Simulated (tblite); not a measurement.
Compound: C₆H₁₂F₂OSi.
Numbering: `[CH3:1][C@@H:2]1[CH2:3][SiH2:4][C@@H:5]([O:6][CH:7]([F:8])[F:9])[CH2:10]1` (hydrogens: H11, H12, H13 on C1; H14 on C2; H15, H16 on C3; H17, H18 on Si4; H19 on C5; H20 on C7; H21, H22 on C10)

Structure optimised with GFN2-xTB, isolated species.

Q: What internal coordinates does the optimisation give?

A: 
```tsv
bond	length (Å)	order
C1–C2	1.523	single
C2–C3	1.537	single
C3–Si4	1.905	single
Si4–C5	1.924	single
C5–O6	1.441	single
O6–C7	1.334	single
C7–F8	1.366	single
C7–F9	1.347	single
C5–C10	1.526	single
C2–C10	1.531	single
C1–H11, C1–H12, C1–H13	1.088	single
C2–H14	1.094	single
C3–H15	1.089	single
C3–H16	1.092	single
Si4–H17	1.457	single
Si4–H18	1.467	single
C5–H19	1.096	single
C7–H20	1.108	single
C10–H21	1.093	single
C10–H22	1.092	single
```

Bonds in one row agree within 0.01 Å and their mean is given. Orders are formal, as drawn. A selection of angles:
```tsv
angle	degrees
C1–C2–C3	112.0
C1–C2–C10	112.0
C3–C2–C10	107.5
C2–C3–Si4	105.4
C3–Si4–C5	92.7
Si4–C5–O6	104.1
Si4–C5–C10	104.7
O6–C5–C10	112.0
C5–O6–C7	116.6
O6–C7–F8	112.6
O6–C7–F9	109.4
F8–C7–F9	104.8
C2–C10–C5	108.1
```

Torsions: C1–C2–C3–Si4 -161° (antiperiplanar); C2–C3–Si4–C5 13° (synperiplanar); C3–Si4–C5–O6 -104° (anticlinal); Si4–C5–O6–C7 -176° (antiperiplanar); C5–O6–C7–F8 -95° (anticlinal); Si4–C5–C10–C2 -39° (synclinal); C1–C2–C10–C5 175° (antiperiplanar).

The 5-membered ring C2–C3–Si4–C5–C10 has internal angles of 92.7° to 108.1° (sum 518°, against 540° for a flat polygon); it is puckered, 0.20 Å rms from its mean plane, widest ring torsion 51°. The C–O distances run from 1.334 Å (O6–C7, drawn single) to 1.441 Å (C5–O6, drawn single), a spread of 0.107 Å. Of the pairs four or more bonds apart, C7···H22 is among the closest relative to their van der Waals radii: 2.74 Å, 94 % of the sum of Bondi's values. Si4 (SiH2 silicon) has angles from 92.7° to 116.0°.

Point group: C1 (no symmetry element, even within 0.4 Å). Its GFN2-xTB frequencies are all real (lowest 39 cm⁻¹). The numbers are those of one conformer.

The run took 3.5 s on one thread of an Intel Xeon at 2.50 GHz, shared host with 64 logical CPUs at a one-minute load of 58. This is the geometry optimisation.

The numbers are calculated, not measured.
